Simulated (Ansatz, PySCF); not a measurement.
The pair A = CHN (SMILES C#N) (first 3 atoms), B = C2H6 (SMILES CC); geometry from B3LYP-D3(BJ)/def2-TZVP.
(charge 0, multiplicity 1):
| atom | x (Å) | y (Å) | z (Å) |
|---|---|---|---|
| C | -0.6506 | 0.1323 | 0.3223 |
| N | 0.4709 | 0.1111 | 0.0874 |
| H | -1.6929 | 0.1518 | 0.5470 |
| C | -0.7163 | 0.0076 | 3.8170 |
| C | 0.8078 | -0.0259 | 3.8772 |
| H | -1.1089 | -0.8484 | 3.2630 |
| H | -1.0726 | 0.9171 | 3.3275 |
| H | -1.1580 | -0.0198 | 4.8151 |
| H | 1.1625 | -0.9328 | 4.3705 |
| H | 1.1987 | 0.8275 | 4.4346 |
| H | 1.2437 | 0.0014 | 2.8777 |

Cores are frozen in the correlated methods. CBS: X⁻³ extrapolation of the correlation energy, Hartree–Fock from the larger set. MP2 and its Hartree–Fock in aug-cc-pVTZ are density fitted.

Codes used: Ansatz (a program for electronic structure) with Gaussian orbitals; PySCF for the dispersion terms. 

The monomers are drawn apart, rigid, along the line of their centres of mass. Counterpoise-corrected interaction energies (kcal/mol):

```csv
level,R = 5.043 Å,R = 6.442 Å
PBE-D3(BJ)/def2-TZVPPD,-0.3786,-0.0760
wB97M-V/def2-TZVPPD,-0.2987,-0.0687
"MP2/CBS(aug-cc-pVDZ, aug-cc-pVTZ) + ΔCCSD(T)/aug-cc-pVDZ",-0.2855,-0.0652
```

Problem. R is the distance of the centres of mass. Find the local exponent m of E ∝ R⁻ᵐ between the two points.

Solution. 
m = ln(E₁/E₂)/ln(R₂/R₁): PBE-D3(BJ)/def2-TZVPPD 6.6; wB97M-V/def2-TZVPPD 6.0; MP2/CBS(aug-cc-pVDZ, aug-cc-pVTZ) + ΔCCSD(T)/aug-cc-pVDZ 6.0. For scale, two fixed dipoles give m = 3, dipole and quadrupole 4, quadrupoles 5, and dispersion or dipole-induced dipole 6 at long range; at these distances several terms mix, and what is left of overlap and damping shifts m, so it need not match one of them.
